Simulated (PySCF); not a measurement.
# Electron affinity of Fe by level of theory

Fe⁻ [Ar] 3d7 4s2 (4F) → Fe [Ar] 3d6 4s2 (5D), as a difference of total energies. Calculation: PySCF 2.14, in aug-cc-pVTZ-DK (8s7p5d3f2g, 93 functions); scalar relativity by spin-free X2C-1e. Correlated levels: valence: [Ar] frozen. The calculations carry no spin-orbit coupling.

```
           method  electron affinity (eV)
              UHF                  -2.267
    MP2 (valence)                  -0.303
SCS-MP2 (valence)                  -0.285
   CCSD (valence)                  -0.500
CCSD(T) (valence)                  -0.226
```

The reference lies between the lowest fine-structure levels, while these numbers refer to the centres of the terms.

Errors of the correlated levels include the incompleteness of this basis and the frozen core.

A negative affinity means that the anion lies above the atom at that level of theory.

The coupled-cluster amplitudes are large for Fe⁻ (T1 above 0.03 or a double amplitude above 0.15), so a single reference is strained.

For comparison: 0.153 eV (measured; photodetachment measurements, as compiled on the Wikipedia data page of electron affinities).
